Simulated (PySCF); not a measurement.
Compound: C8H8.
Cartesian coordinates in Å at the PBE/def2-SV(P) level; atoms count from 1:
```xyz
16
C8H8 angstrom
C     -1.5199   -0.7434    0.4512
C     -0.5261   -1.6510    0.2854
C      0.6736   -1.5285   -0.5635
C      1.5881   -0.5275   -0.5659
C      1.6049    0.6821    0.2776
C      0.6117    1.5906    0.4423
C     -0.7247    1.5874   -0.1810
C     -1.6387    0.5858   -0.1762
H     -2.3904   -1.0546    1.0621
H     -0.6574   -2.6371    0.7732
H      0.8811   -2.4029   -1.2118
H      2.4757   -0.6577   -1.2163
H      2.5767    0.9044    0.7613
H      0.8445    2.4881    1.0491
H     -1.0353    2.5513   -0.6306
H     -2.6286    0.8061   -0.6226
```

Method: PBE/def2-SV(P) geometry optimisation, gas phase in PySCF 2.14.0.

Masses are those of the commonest isotopes; rigid-rotor values at the optimised geometry. The values belong to one conformer with, in the numbering `[CH:1]1=[CH:2]\[CH:3]=[CH:4]/[CH:5]=[CH:6]\[CH:7]=[CH:8]/1`, C1–C2–C3–C4 53°, C3–C4–C5–C6 -53°, C5–C6–C7–C8 53°, C2–C1–C8–C7 -53°.

Question: What are A, B and C (MHz)?

Answer: Ia = 190.52, Ib = 190.79, Ic = 341.20 u·Å²; 505379 MHz·u·Å²/I gives A = 2653, B = 2649, C = 1481 MHz.

Question: Classify the top.

Answer: An oblate symmetric top, as the point group D2d requires two equal moments; the computed ones differ by 0.15 % because the geometry is symmetric only within the optimiser's tolerance: κ = (2 × 2649 − 2653 − 1481)/(2653 − 1481) = 0.99.

Question: What does the inertial defect say?

Answer: Not planar: Δ = Ic − Ia − Ib = -40.11 u·Å². For a rigid frame Δ = −2 Σ m c², so Σ m c² = 20.06 u·Å² lies off the ab plane: 6.87 from hydrogen and 13.19 from heavier atoms. The atom farthest from that plane is 0.93 Å away.

Question: Give the other two planar moments, Paa and Pbb, and the rms extents of the mass along the axes.

Answer: Paa = Σ m a² = (Ib + Ic − Ia)/2 = 170.74 and Pbb = Σ m b² = (Ia + Ic − Ib)/2 = 170.46 u·Å². With the mass M = 104.06 u, the rms extents √(P/M) along a, b and c are 1.28, 1.28, 0.44 Å.

The point group D2d allows no dipole (computed: 0.00 D), so a rigid rotor has no electric-dipole lines.

Question: Estimate the classical rotational partition function at 10 K, 100 K and 200 K.

Answer: Point group D2d, symmetry number σ = 4; q = (√π/σ)·√((kT/h)³/(ABC)), k/h = 20836.6 MHz/K: 413 at 10 K, 13100 at 100 K, 37000 at 200 K.

No frequency check. These are rigid-rotor constants of the computed structure; measured ground-state constants (B0) also hold zero-point vibration.
